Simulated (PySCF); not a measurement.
Deuteron quadrupole couplings in `C#C/P=C/[Si](C)(C)C`

Species: C6H11PSi.
Atom-mapped SMILES: `[CH:1]#[C:2]/[P:3]=[CH:4]/[Si:5]([CH3:6])([CH3:7])[CH3:8]` (hydrogens: H9 on C1; H10 on C4; H11, H12, H13 on C6; H14, H15, H16 on C7; H17, H18, H19 on C8)

Cartesian coordinates in Å at the GFN2-xTB level; atoms count from 1:
```
atom  x, y, z in Å
C1     4.4722   -0.1027   -1.6198
C2     3.5819   -0.1319   -0.8095
P3     2.3620   -0.1896    0.4656
C4     0.9670   -0.0049   -0.4551
Si5   -0.7577    0.0226    0.3151
C6    -2.0484    0.2472   -1.0672
C7    -0.8634    1.4683    1.5555
C8    -1.0564   -1.6227    1.2336
H9     5.2232   -0.0732   -2.3553
H10    1.0600    0.1021   -1.5283
H11   -1.8931    1.1764   -1.6066
H12   -2.0025   -0.5636   -1.7875
H13   -3.0553    0.2684   -0.6622
H14   -1.8180    1.4770    2.0725
H15   -0.7513    2.4258    1.0556
H16   -0.0813    1.3965    2.3054
H17   -0.2813   -1.8028    1.9726
H18   -2.0115   -1.6200    1.7498
H19   -1.0560   -2.4636    0.5465
```

Level: PBE0/pcSseg-1 (PySCF, non-relativistic); Q(2H) = 0.00286 b; rigid geometry, the same for H and D, with no vibrational averaging.

Question: Tabulate Vzz, the asymmetry η and χzz = 234.96 MHz × Q × Vzz for every hydrogen position.

Answer: 
| atom | bonded to | bond length (Å) | Vzz (au) | η | χzz (kHz) |
| --- | --- | --- | --- | --- | --- |
| H9 | C1 | 1.052 | 0.3895 | 0.01 | 262 |
| H10 | C4 | 1.082 | 0.3319 | 0.01 | 223 |
| H11 | C6 | 1.086 | 0.3270 | 0.02 | 220 |
| H12 | C6 | 1.086 | 0.3270 | 0.02 | 220 |
| H13 | C6 | 1.085 | 0.3274 | 0.01 | 220 |
| H14 | C7 | 1.086 | 0.3272 | 0.01 | 220 |
| H15 | C7 | 1.086 | 0.3263 | 0.01 | 219 |
| H16 | C7 | 1.086 | 0.3253 | 0.01 | 219 |
| H17 | C8 | 1.086 | 0.3253 | 0.01 | 219 |
| H18 | C8 | 1.086 | 0.3271 | 0.01 | 220 |
| H19 | C8 | 1.086 | 0.3262 | 0.01 | 219 |

Isolated species at its GFN2-xTB geometry, gas phase. GFN2-xTB bond lengths can be off by several hundredths of an ångström, more for odd bonds, and the gradients follow them. The small basis limits the accuracy of the gradients.
